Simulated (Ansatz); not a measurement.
Ansatz (a first-principles code) input (B3LYP-D3(BJ)/def2-TZVP):

Ansatz 0.2 input:
```yaml
crystal:
  periodic: [false, false, false]
  atoms:
    - {symbol: Sn, position_ang: [0.00064110, -0.00096402, -0.03368912]}
    - {symbol: H, position_ang: [1.47232377, 0.01216007, 0.87089296]}
    - {symbol: H, position_ang: [-1.50437896, 0.03604111, 0.81356294]}
basis:
  gaussian:
    orbitals: def2-TZVP
hamiltonian:
  xc: b3lyp
  dispersion: d3bj
magnetization: {spin_polarized: true, initial_magnetization: 2}
phonons: {temperatures: {t_min: 298.15, t_max: 298.15, t_step: 100}}
```

Output:

```
Functional definition: B3LYP
integrals: 0.01 GiB planned
520 factors; their error is unknown
mean field: 0.16 GiB planned
mean field evaluation 1: about -5863.3257 eV, gradient 7.7e0 eV
mean field evaluation 2: about -5863.5092 eV, gradient 6.7e0 eV
mean field evaluation 4: about -5863.7219 eV, gradient 1.7e-1 eV
mean field evaluation 8: about -5863.7875 eV, gradient 1.8e-2 eV
mean field -5863.78747989 eV, -215.4902152680 hartree, gradient 5.4e-6 eV, S^2 2.002010; 0 other end points of the search recorded, 0 dependent functions left out
the calculation of the forces begins
reference -5863.78768292 eV, -215.4902227292 hartree; 13, 11 occupied and 49, 51 virtual orbitals, 520 factors
these checks for a lower state are left out or cut short: stability, starts, cluster_reference, orbital_swaps, neighbouring_geometries, increment
integrals: 0.01 GiB planned
520 factors; their error is unknown
mean field: 0.16 GiB planned
mean field evaluation 16: about -5863.7222 eV, gradient 1.5e-1 eV
mean field -5863.78745196 eV, -215.4902142417 hartree, gradient 2.6e-6 eV, S^2 2.002016; 0 other end points of the search recorded, 0 dependent functions left out
the calculation of the forces begins
reference -5863.78765500 eV, -215.4902217031 hartree; 13, 11 occupied and 49, 51 virtual orbitals, 520 factors
these checks for a lower state are left out or cut short: stability, starts, cluster_reference, orbital_swaps, neighbouring_geometries, increment
integrals: 0.01 GiB planned
520 factors; their error is unknown
mean field: 0.16 GiB planned
mean field -5863.78745395 eV, -215.4902143148 hartree, gradient 2.7e-6 eV, S^2 2.002003; 0 other end points of the search recorded, 0 dependent functions left out
the calculation of the forces begins
reference -5863.78765698 eV, -215.4902217759 hartree; 13, 11 occupied and 49, 51 virtual orbitals, 520 factors
these checks for a lower state are left out or cut short: stability, starts, cluster_reference, orbital_swaps, neighbouring_geometries, increment
integrals: 0.01 GiB planned
520 factors; their error is unknown
mean field: 0.16 GiB planned
mean field evaluation 32: about -5863.7875 eV, gradient 1.3e-5 eV
mean field -5863.78746762 eV, -215.4902148172 hartree, gradient 3.0e-6 eV, S^2 2.002016; 0 other end points of the search recorded, 0 dependent functions left out
the calculation of the forces begins
reference -5863.78767066 eV, -215.4902222786 hartree; 13, 11 occupied and 49, 51 virtual orbitals, 520 factors
these checks for a lower state are left out or cut short: stability, starts, cluster_reference, orbital_swaps, neighbouring_geometries, increment
integrals: 0.01 GiB planned
520 factors; their error is unknown
mean field: 0.16 GiB planned
mean field -5863.78746930 eV, -215.4902148790 hartree, gradient 2.7e-6 eV, S^2 2.002004; 0 other end points of the search recorded, 0 dependent functions left out
the calculation of the forces begins
reference -5863.78767233 eV, -215.4902223401 hartree; 13, 11 occupied and 49, 51 virtual orbitals, 520 factors
these checks for a lower state are left out or cut short: stability, starts, cluster_reference, orbital_swaps, neighbouring_geometries, increment
integrals: 0.01 GiB planned
520 factors; their error is unknown
mean field: 0.16 GiB planned
mean field -5863.78746857 eV, -215.4902148520 hartree, gradient 1.3e-6 eV, S^2 2.002015; 0 other end points of the search recorded, 0 dependent functions left out
the calculation of the forces begins
reference -5863.78767162 eV, -215.4902223141 hartree; 13, 11 occupied and 49, 51 virtual orbitals, 520 factors
these checks for a lower state are left out or cut short: stability, starts, cluster_reference, orbital_swaps, neighbouring_geometries, increment
integrals: 0.01 GiB planned
520 factors; their error is unknown
mean field: 0.16 GiB planned
mean field -5863.78746329 eV, -215.4902146581 hartree, gradient 1.1e-6 eV, S^2 2.002004; 0 other end points of the search recorded, 0 dependent functions left out
the calculation of the forces begins
reference -5863.78766630 eV, -215.4902221186 hartree; 13, 11 occupied and 49, 51 virtual orbitals, 520 factors
Total energy: -5863.84006263 eV, -215.4921476482 hartree
Atom 0 at     0.000641    -0.000964    -0.033689 Å, force    -0.000002     0.000003     0.000114 eV/Å
Atom 1 at     1.472324     0.012160     0.870893 Å, force    -0.000140    -0.000000    -0.000059 eV/Å
Atom 2 at    -1.504379     0.036041     0.813563 Å, force     0.000142    -0.000003    -0.000054 eV/Å
Dipole moment:     0.001182    -0.001777    -0.062112 e Å
Vibrations: 661.54 1746.53 1834.28 cm⁻¹, zero-point energy 0.262993 eV
```

This is an excited triplet: at this geometry the singlet lies 0.70 eV lower at CCSD(T)/CBS(def2-TZVPPD,def2-QZVPPD).
